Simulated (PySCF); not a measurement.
**Working out the ionisation energy of Cr⁺**

Cr⁺ [Ar] 3d5 (6S) → Cr²⁺ [Ar] 3d4 (5D). Computed with PySCF 2.14 in Sapporo-DKH3-DZP-2012, with the spin-free X2C one-electron Hamiltonian (Gaussian nucleus). Frozen: [Ar]. Energies in hartree (1 hartree = 27.21139 eV):

```tsv
part	Cr⁺ (lower)	Cr²⁺ (upper)
UHF	-1049.410883	-1048.856355
MP2 opposite-spin	0.000000	0.000000
MP2 same-spin	-0.063685	-0.030052
```

Task: What does Hartree-Fock give?

Result: (-1048.856355) − (-1049.410883) = 0.554528 hartree = 15.089 eV.

Task: What do MP2 and SCS-MP2 (6/5 opposite-spin, 1/3 same-spin) give?

Result: The opposite-spin parts differ by 0.000 eV and the same-spin parts by 0.915 eV. MP2: 15.089 + (0.000) + (0.915) = 16.004 eV. SCS-MP2: 15.089 + 1.2 × (0.000) + (0.915)/3 = 15.394 eV.

Reference: 16.486 eV (measured; NIST Atomic Spectra Database, ionization energies), between the lowest levels; spin-orbit coupling is absent from the calculation.

A double-zeta basis recovers only part of the correlation energy.

What remains against the reference includes basis incompleteness, the frozen core and correlation beyond second order.
